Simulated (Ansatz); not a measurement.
C$_{4}$H$_{10}$Sb, doublet, geometry from GFN2-xTB (the spin is typed, not shown lowest) (all electrons, no relativity); BLYP/STO-3G (Ansatz, a program for electronic structure).

Ansatz was given this input:
Ansatz 0.2 input:
```yaml
crystal:
  periodic: [false, false, false]
  atoms:
    - {symbol: Sb, position_ang: [0.69795184, 0.22099115, 0.17324358]}
    - {symbol: C, position_ang: [-0.97707771, -0.60323738, 1.35141399]}
    - {symbol: C, position_ang: [-1.09839577, -2.10555151, 1.20328085]}
    - {symbol: H, position_ang: [-1.88914187, -0.11172102, 1.01763682]}
    - {symbol: H, position_ang: [-0.81080658, -0.33758433, 2.39354113]}
    - {symbol: H, position_ang: [-0.19955431, -2.60306815, 1.56347303]}
    - {symbol: H, position_ang: [-1.24709769, -2.38339216, 0.16131483]}
    - {symbol: H, position_ang: [-1.94675887, -2.48108930, 1.77591681]}
    - {symbol: C, position_ang: [-0.45619637, 0.14942256, -1.70717713]}
    - {symbol: C, position_ang: [-1.42581751, 1.30631470, -1.82983375]}
    - {symbol: H, position_ang: [-0.98885328, -0.79953306, -1.73200443]}
    - {symbol: H, position_ang: [0.25381004, 0.16122358, -2.53179720]}
    - {symbol: H, position_ang: [-0.89468298, 2.25660190, -1.83508144]}
    - {symbol: H, position_ang: [-2.12972381, 1.31419564, -0.99949967]}
    - {symbol: H, position_ang: [-1.99781017, 1.23212797, -2.75502631]}
basis:
  gaussian:
    orbitals: STO-3G
hamiltonian:
  xc: blyp
magnetization: {spin_polarized: true, initial_magnetization: 1}
```

What does Ansatz print? Leave out banner, timings and long lists.


```
Functional definition: BLYP
701 factors; integrals over basis functions are off by at most 3.9e-5 eV
mean field evaluation 1: about -174417.2087 eV, gradient 3.3e0 eV
mean field evaluation 2: about -174417.1994 eV, gradient 3.6e0 eV
mean field evaluation 4: about -174417.2904 eV, gradient 8.9e-2 eV
mean field evaluation 8: about -174417.1319 eV, gradient 3.7e-3 eV
mean field evaluation 16: about -174417.1319 eV, gradient 5.4e-6 eV
mean field -174417.13188679 eV, -6409.7113726613 hartree, gradient 5.4e-6 eV, S^2 0.751534; 0 other end points of the search recorded, 0 dependent functions left out
reference -174417.13219876 eV, -6409.7113841260 hartree; 43, 42 occupied and 14, 15 virtual orbitals, 701 factors
Total energy: -174417.13219876 eV, -6409.7113841260 hartree
```
